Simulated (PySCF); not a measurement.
**Stretching CsP⁺**

Set-up: basis Cs def2-SVP with ECP46, P def2-SVP; scalar-relativistic core potentials; PySCF 2.14. Energies in eV from Cs⁺ + P in their ground configurations at the same level. State: ⁴Σ⁻ (quartet), unpaired electrons σ ↑, π ↑↑.

| R (Å) | PBE0 |
| --- | --- |
| 3.406 | -0.0524 |
| 3.565 | -0.1029 |
| 3.723 | -0.1270 |
| 3.842 | -0.1342 |
| 3.961 | -0.1354 |
| 4.080 | -0.1327 |
| 4.238 | -0.1254 |
| 4.436 | -0.1134 |
| 4.674 | -0.0980 |
| 4.991 | -0.0789 |

Q: Put a parabola through the three lowest points of the PBE0 curve and estimate Re, k and ωe (reduced mass 25.12 u; 1 eV/Å² = 0.16022 mdyn/Å; ωe = 1302.8·√(k/μ) cm⁻¹).

A: Through R = 3.842, 3.961, 4.08 Å the second-order coefficient is 0.138 eV/Å², so Re ≈ 3.938 Å, k ≈ 0.0441 mdyn/Å and ωe ≈ 55 cm⁻¹. A polynomial fit of higher order to the unrounded PBE0 energies gives Re = 3.930 Å, k = 0.0493 mdyn/Å, ωe = 57.7 cm⁻¹; anharmonicity and rounding make the difference.

The higher-order fit for each curve: PBE0: Re = 3.930 Å, ωe = 57.7 cm⁻¹, De = 0.136 eV.

The bond is weak. Basis-set superposition, not corrected here, can be much of De in a small basis, most of all at correlated wavefunction levels. Spin–orbit coupling is left out, which matters for elements this heavy, above all for dissociation energies. For an ion De counts to the pair picked by the measured ionisation energies or electron affinities, which need not be the lowest pair at this level. The state was picked by a PBE0 search and need not be the measured ground state.
